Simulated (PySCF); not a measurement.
# One Si site, 4 surroundings

Gas-phase molecules, one conformer each, optimised by PBE0-D3(BJ)/def2-SVP. No frequency run checks that these structures are minima. Shifts by GIAO PBE0/pcSseg-1 against computed TMS. Core levels by delta-SCF with SCAN, pcX-2 on the ionised atom and pcseg-1 elsewhere, spin-free X2C (2p3/2 is the spin-free 2p value less a third of a first-order spin-orbit splitting); from the vacuum level. Excitations by CAM-B3LYP/def2-SVPD.

Task: Order these by the lowest singlet (eV), lowest first.
A. F[Si]([SiH3])([SiH3])[SiH3] (Si bonded to 1 F + 3 Si)
B. F[Si]([SiH3])([SiH3])N[SiH3] (Si bonded to 1 F + 1 N + 2 Si)
C. F[Si]([SiH3])(N[SiH3])N[SiH3] (Si bonded to 1 F + 2 N + 1 Si)
D. F[Si](N[SiH3])(N[SiH3])N[SiH3] (Si bonded to 1 F + 3 N)

Result: A (5.66), B (6.11), C (6.5), D (6.82).

Task: Give the other values.

Result: 
```json
{"structure (SMILES)": "F[Si]([SiH3])([SiH3])N[SiH3]", "Si bonded to": "1 F + 1 N + 2 Si", "shift of Si (ppm)": "24.5", "core level of Si (eV)": "107.33", "lowest singlet (eV)": "6.11"}
{"structure (SMILES)": "F[Si](N[SiH3])(N[SiH3])N[SiH3]", "Si bonded to": "1 F + 3 N", "shift of Si (ppm)": "-42.2", "core level of Si (eV)": "108.00", "lowest singlet (eV)": "6.82"}
{"structure (SMILES)": "F[Si]([SiH3])([SiH3])[SiH3]", "Si bonded to": "1 F + 3 Si", "shift of Si (ppm)": "43.6", "core level of Si (eV)": "107.07", "lowest singlet (eV)": "5.66"}
{"structure (SMILES)": "F[Si]([SiH3])(N[SiH3])N[SiH3]", "Si bonded to": "1 F + 2 N + 1 Si", "shift of Si (ppm)": "-7.9", "core level of Si (eV)": "107.66", "lowest singlet (eV)": "6.50"}
```
